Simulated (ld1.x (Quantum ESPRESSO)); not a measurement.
# Reading a pseudo-wave (Ne (Z = 10))

Columns: radius, all-electron u(r) and pseudo u(r) of the 2p shell (level -43.22 eV) of neon in the configuration [He] 2s2 2p4.5; BP86, scalar-relativistic, TM scheme, ld1.x (Quantum ESPRESSO) 7.5.

| r (bohr) | all-electron | pseudo |
| --- | --- | --- |
| 0.080 | 0.1396 | 0.0412 |
| 0.160 | 0.3893 | 0.1586 |
| 0.240 | 0.6252 | 0.3339 |
| 0.320 | 0.8086 | 0.5404 |
| 0.400 | 0.9341 | 0.7470 |
| 0.480 | 1.0071 | 0.9247 |
| 0.560 | 1.0372 | 1.0522 |
| 0.640 | 1.0349 | 1.1197 |
| 0.720 | 1.0094 | 1.1297 |
| 0.800 | 0.9679 | 1.0929 |
| 0.880 | 0.9164 | 1.0251 |
| 0.960 | 0.8589 | 0.9412 |
| 1.040 | 0.7987 | 0.8535 |
| 1.120 | 0.7379 | 0.7698 |
| 1.200 | 0.6781 | 0.6938 |
| 1.280 | 0.6203 | 0.6266 |
| 1.360 | 0.5653 | 0.5671 |
| 1.440 | 0.5134 | 0.5137 |
| 1.520 | 0.4649 | 0.4650 |
| 1.600 | 0.4199 | 0.4199 |
| 1.680 | 0.3784 | 0.3784 |
| 1.760 | 0.3402 | 0.3402 |
| 1.840 | 0.3053 | 0.3053 |
| 1.920 | 0.2735 | 0.2735 |
| 2.000 | 0.2447 | 0.2447 |
| 2.080 | 0.2185 | 0.2185 |

Task: How many radial nodes do the two functions have?

Result: The all-electron 2p function has n − l − 1 = 0; the pseudo-wave has 0.

Task: At about which radius was the pseudo-wave matched?

Result: 1.60 bohr. The columns agree to 0.0005 from 1.44 bohr on; several derivatives are matched, so the curves merge somewhat inside the radius.

Task: Is the pseudo-wave norm-conserving?

Result: Yes: the TM scheme keeps the norm inside the radius equal to the all-electron one, which fixes the energy derivative of the logarithmic derivative at the level.
